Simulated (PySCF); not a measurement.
**From computed data to an observable: oscillator strength and radiative lifetime**

C₄H₄F₂, SMILES CC#CC(F)F.

The structure is a stationary point at r2SCAN-D4/def2-SVP.

TDDFT-PBE/def2-SVPD run with PySCF puts the first singlet state with f over 0.02 at 7.53 eV (vertical), with the transition dipole (0.937, 0.271, -0.016) in atomic units.

Find the oscillator strength, the wavelength and the radiative lifetime that this transition would have in vacuum if emission retraced absorption.


|μ|² = 0.9517 au, so |μ| = 2.48 D. ΔE = 7.53/27.211 = 0.2767 hartree. f = (2/3) ΔE |μ|² = 0.176 (the program prints 0.176).
λ = 1239.84/7.53 = 165 nm; ν = 60734 cm⁻¹.
Einstein's coefficient A = 0.6670 ν² f s⁻¹ (ν in cm⁻¹) = 4.3e8 s⁻¹, so τ = 1/A = 2.3 ns. This state is S6; the lower singlets have f = 0.000, 0.001, 0.002, 0.007, 0.002. The figure is the radiative limit of this one transition; relaxation, internal conversion, crossing to triplets and a medium change what is measured.
